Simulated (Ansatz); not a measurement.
Reaction (substitution at a C–S bond): `CS[SiH](Cl)Cl` + `BO[SiH2]S` → `BO[SiH2]SC` + `S[SiH](Cl)Cl`

Isolated molecules relaxed with PBE0-D4/def2-TZVP in Ansatz; ΔE leaves out vibrations. CCSD(T)/CBS is the MP2 limit (def2-TZVPP, def2-QZVPP) plus CCSD(T) − MP2 in def2-TZVPP, frozen cores. DFT in def2-TZVPP. B3LYP here is the variant with VWN-RPA as its local correlation; programs differ in this. Each species was taken in one conformer, which may not be the lowest.

`CS[SiH](Cl)Cl`:

Cartesian coordinates in Å:
```
C 0.697 0.782 -1.126
S 1.258 0.238 0.514
Si -0.476 -0.730 1.195
Cl -2.079 0.542 1.266
Cl -1.015 -2.277 -0.034
H 0.435 -0.074 -1.747
H -0.149 1.461 -1.039
H 1.537 1.309 -1.575
H -0.208 -1.252 2.547
```

`BO[SiH2]S`:

Z-matrix (Å, degrees):
```
Si
O 1 1.655
S 1 2.122 2 112.0
H 1 1.478 2 105.8 3 120.8
H 1 1.481 2 110.3 3 -117.0
B 2 1.349 1 131.3 3 98.3
H 3 1.344 1 94.4 2 70.8
H 6 1.203 2 120.0 1 2.8
H 6 1.198 2 118.0 1 -177.7
```

`BO[SiH2]SC`:

```xyz
12

B     1.615    1.226    0.795
O     0.747    1.467   -0.206
Si    0.101    0.447   -1.346
S    -1.842   -0.188   -0.831
C    -1.440   -1.256    0.584
H     2.070    0.121    0.946
H     1.910    2.134    1.520
H    -0.022    1.208   -2.607
H     1.007   -0.724   -1.464
H    -2.362   -1.764    0.865
H    -1.090   -0.668    1.432
H    -0.693   -2.002    0.312
```

`S[SiH](Cl)Cl`:

Cartesian coordinates in Å:
```
S -0.469 -0.912 1.386
Si -0.106 0.177 -0.389
Cl -1.910 0.933 -0.953
Cl 1.226 1.696 -0.092
H 0.827 -1.242 1.530
H 0.432 -0.653 -1.481
```

```
             level  ΔE (kJ/mol)  difference from CCSD(T)/CBS
            PBE-D4          5.8                         -0.3
         r2SCAN-D4          5.9                         -0.2
          B3LYP-D4          6.7                          0.6
           ωB97X-V          6.5                          0.4
           ωB97M-V          6.3                          0.2
               PBE          5.3                         -0.8
            r2SCAN          5.8                         -0.3
     HF/def2-TZVPP          6.7                          0.6
    MP2/def2-TZVPP          6.7                          0.6
SCS-MP2/def2-TZVPP          6.4                          0.3
CCSD(T)/def2-TZVPP          5.9                         -0.2
     HF/def2-QZVPP          6.4                          0.3
    MP2/def2-QZVPP          6.7                          0.6
SCS-MP2/def2-QZVPP          6.4                          0.3
      HF/CBS(def2)          6.4                          0.3
     MP2/CBS(def2)          6.9                          0.8
       CCSD(T)/CBS          6.1                            0
```

Largest T1 diagnostic among the species: 0.013.
